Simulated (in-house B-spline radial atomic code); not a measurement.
Results of a calculation; reference values are marked as such.
Correlation energy from the adiabatic connection: −V exp(−r²/w²), V = 1.1, w = 9.03

Two electrons in a singlet, external potential −V exp(−r²/w²), V = 1.1, w = 9.03 (atomic units). Full CI in B-splines (partial waves to l = 8, correlation up to 0.6 % small) with the density held fixed gives W(λ) = <V_ee>_λ − U, and E_c is the integral of W(λ) − W(0) from 0 to 1.

```
   λ  W(λ) − W(0) (hartree)
   0                0.00000
0.02               -0.00199
0.05               -0.00485
0.12               -0.01095
0.25               -0.02049
 0.4               -0.02925
 0.6               -0.03825
 0.8               -0.04514
   1               -0.05056
```

(1) Integrate the table by the trapezoid rule.

(2) Now use only three numbers: W(0) = -0.26101, the initial slope W'(0) = -0.1014 (extrapolated from the first points) and the strong-coupling limit of the point-charge-plus-continuum model, W∞ = -0.35675. What do second-order theory and the interpolation W(λ) = W∞ + (W(0) − W∞)/√(1 + 2χλ) of Seidl, Perdew and Levy give?

Results:

(1) The strips give -0.00002, -0.00010, -0.00055, -0.00204, -0.00373, -0.00675, -0.00834, -0.00957, which sum to -0.03111 hartree. The direct value, W(1) − W(0) + T_c with T_c = 0.01931, is -0.03125; the curve is convex, so chords lie above it and the trapezoids fall short in size by 0.46 %.

(2) Second order keeps the slope alone: E_c = W'(0)/2 = -0.05070, +62 % in size against -0.03125. Matching the slope fixes χ = W'(0)/(W∞ − W(0)) = -0.1014/(-0.09574) = 1.05912. Integrating, with s = √(1 + 2χ) = 1.765853, E_c = −(W(0) − W∞)(s − 1)/(s + 1) = −0.09574 × 0.765853/2.765853 = -0.02651 hartree, -15.2 % in size against the full result. At λ = 1 the formula gives W − W(0) = -0.04152 against -0.05056. Part of the miss can come from the model's W∞.
